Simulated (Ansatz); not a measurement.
System: sum formula Si2H4F, charge 0, multiplicity 2. It need not be the lowest isomer of its formula. 
Structure (B3LYP-D3(BJ)/def2-TZVP (Ansatz, a program for electronic structure) minimum search):
SMILES: F[SiH2][SiH2]
```xyz
7

F     -1.5224    -0.8332    -0.5339
Si    -0.7300     0.2729     0.3301
Si     1.5482     0.1217    -0.1507
H     -1.2308     1.6104    -0.0595
H     -1.0562     0.0132     1.7525
H      2.2801     1.3812     0.1368
H      2.2545    -1.0301     0.4641
```
Charge 0, spin multiplicity 2.

Quantity: atomisation energy (electronic, to ground-state atoms), in kcal/mol. Valence correlation only, unless marked. Open shells are spin-unrestricted. Spin-orbit coupling is left out. Non-relativistic unless marked X2C. The coupled-cluster limit lacks core correlation, which all-electron functionals hold. Basis-set limits of correlation are two-point, X^-3; Hartree-Fock from the larger set.

| level | program | atomisation energy (kcal/mol) |
|---|---|---|
| HF/6-31G* | Ansatz | 370.2 |
| r2SCAN0-D4/def2-TZVPD | Ansatz + dftd4 | 493.3 |
| CAM-B3LYP-D3(BJ)/def2-TZVPD | Ansatz + dftd3 | 498.9 |
| MP2/aug-cc-pV(D+d)Z | Ansatz | 464.0 |
| SCS-MP2/6-31G | Ansatz | 373.2 |
| X2C-CCSD(T)/cc-pVTZ-DK | Ansatz | 478.1 |
| CCSD(T)/CBS(aug-cc-pV(T+d)Z,aug-cc-pV(Q+d)Z) | Ansatz | 499.9 |
